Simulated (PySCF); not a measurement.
A structure optimised at B3LYP-D3(BJ)/def2-SVP, used in a PySCF frequency run:

```xyz
7

B      0.8049    -0.5820     0.0000
C      0.0149     0.8155     0.0000
F     -1.3221     0.7202     0.0000
F      0.3692     1.5298     1.0912
F      0.3692     1.5298    -1.0912
Cl    -0.0507    -2.0848     0.0000
H      2.0019    -0.5605     0.0000
```
Charge 0, spin multiplicity 1.

**Question.** Write its SMILES, formula and point group.

**Answer.** FC(F)(F)BCl, CHBClF3, Cs

**Question.** What are its rotational constants (standard atomic weights)?

**Answer.** 5.3349, 1.6299, 1.6079 GHz
